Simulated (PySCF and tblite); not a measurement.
Results of a calculation; reference values are marked as such.
**Dynamics report: rotation**

System: CH₉BN₂Si, numbered as in [BH2:1][N:2]([CH3:3])[SiH2:4][NH2:5].

Motion: rotation about the B1–N2 bond (torsion H–B1–N2–C3 from 1° to 179°, rising). The path came from a restrained scan, a climbing-image band and a saddle search at GFN2-xTB; energies are B3LYP/pcSseg-1 + D3(BJ)//GFN2-xTB, thermal terms GFN2-xTB. Rates follow Eyring's equation with the number of equivalent paths and no tunnelling. Shieldings: GIAO at the same DFT level; methyl-like tops are averaged, other torsions stay as in the two minima; line shapes leave out couplings; of unlike H on one atom, [a] is the less shielded. Run with tblite and PySCF.

```json
{"point": "start", "symmetry": "C1", "E(GFN2) kcal/mol": "0.0", "E(DFT) kcal/mol": "0.0", "ZPE change kcal/mol": "0.00", "lowest mode cm⁻¹": "37", "dipole D": "1.37"}
{"point": "saddle", "symmetry": "C1", "E(GFN2) kcal/mol": "20.5", "E(DFT) kcal/mol": "27.4", "ZPE change kcal/mol": "-1.51", "lowest mode cm⁻¹": "596i", "dipole D": "1.06"}
{"point": "end", "symmetry": "C1", "E(GFN2) kcal/mol": "0.0", "E(DFT) kcal/mol": "0.0", "ZPE change kcal/mol": "-0.01", "lowest mode cm⁻¹": "37", "dipole D": "1.37"}
```

| Item | Value |
| --- | --- |
| Electronic barrier | 27.4 kcal/mol |
| Barrier with zero-point energy | 25.9 kcal/mol |
| ΔH‡ (298 K) | 25.9 kcal/mol |
| ΔS‡ (298 K, symmetry apart) | 0.1 cal/(mol K) |
| Paths | 2 equivalent paths |
| End point | the same structure with atoms interchanged, or its mirror image |
| Mean lifetime of the start against this motion at 298 K | 7.9 days |
| Cost | 34 s on 1 thread of Arm Neoverse V2, shared host (rough), peak memory 0.68 GiB, launched as `OMP_NUM_THREADS=1 python ens_run.py task.json out` |

```json
{"T/K": "150", "ΔG‡ kcal/mol": "25.9", "k s⁻¹": "1.2×10⁻²⁵"}
{"T/K": "200", "ΔG‡ kcal/mol": "25.9", "k s⁻¹": "4.6×10⁻¹⁶"}
{"T/K": "250", "ΔG‡ kcal/mol": "25.8", "k s⁻¹": "2.7×10⁻¹⁰"}
{"T/K": "298", "ΔG‡ kcal/mol": "25.8", "k s⁻¹": "1.5×10⁻⁶"}
{"T/K": "350", "ΔG‡ kcal/mol": "25.8", "k s⁻¹": "0.0011"}
{"T/K": "400", "ΔG‡ kcal/mol": "25.8", "k s⁻¹": "0.13"}
{"T/K": "500", "ΔG‡ kcal/mol": "25.8", "k s⁻¹": "108"}
```

ΔG and ΔG‡ leave out symmetry numbers and mirror images; rates count paths: 2 out.

Sites that the motion interchanges:

```csv
nucleus,site,ppm,scale
¹H,H on B1 [a],5.02,δ against TMS
¹H,H on B1 [b],4.50,δ against TMS
```

```json
{"nucleus": "¹H", "sites": "H on B1 [a] / H on B1 [b]", "¹H MHz": "60", "spread Hz": "32", "coalescence K": "492", "k there s⁻¹": "69"}
{"nucleus": "¹H", "sites": "H on B1 [a] / H on B1 [b]", "¹H MHz": "90", "spread Hz": "47", "coalescence K": "499", "k there s⁻¹": "104"}
{"nucleus": "¹H", "sites": "H on B1 [a] / H on B1 [b]", "¹H MHz": "360", "spread Hz": "189", "coalescence K": "527", "k there s⁻¹": "418"}
```

Coalescence temperatures outside 150 to 500 K extrapolate the thermal terms and ignore freezing or boiling of a solvent.
